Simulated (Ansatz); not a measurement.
SnTe₂, relaxed as a singlet with RKS PBE-D4/def2-SVP in Ansatz, starting from the GFN1-xTB geometry. Force threshold 0.02 eV/Å.

In the def2 sets Sn, Te take a core potential; there is no spin–orbit coupling. The structure comes from a short search, and lower isomers may exist.

Start:

```xyz
3

Sn   -1.504    0.388   -0.221
Te    0.885    0.845    1.033
Te    0.619   -1.234   -0.813
```

```csv
step,energy (eV),largest force component (eV/Å),SCF passes
1,-20420.1068,0.653,26
2 (rejected),-20420.0988,0.630,30
3,-20420.1387,0.058,30
4,-20420.1390,0.007,30
```

Force components are those of the run's own axes.

End:

```xyz
3

Sn   -1.526    0.394   -0.224
Te    0.899    0.866    1.056
Te    0.627   -1.260   -0.832
```

By distances, no bond broke or formed. The bond that changes most is Te2–Te3, from 2.79 to 2.86 Å (atoms count from 1).

No frequencies were taken in this run, so the end may be a saddle point.

Run time 3.3 s (4 threads of Arm Neoverse V2 on a shared host).
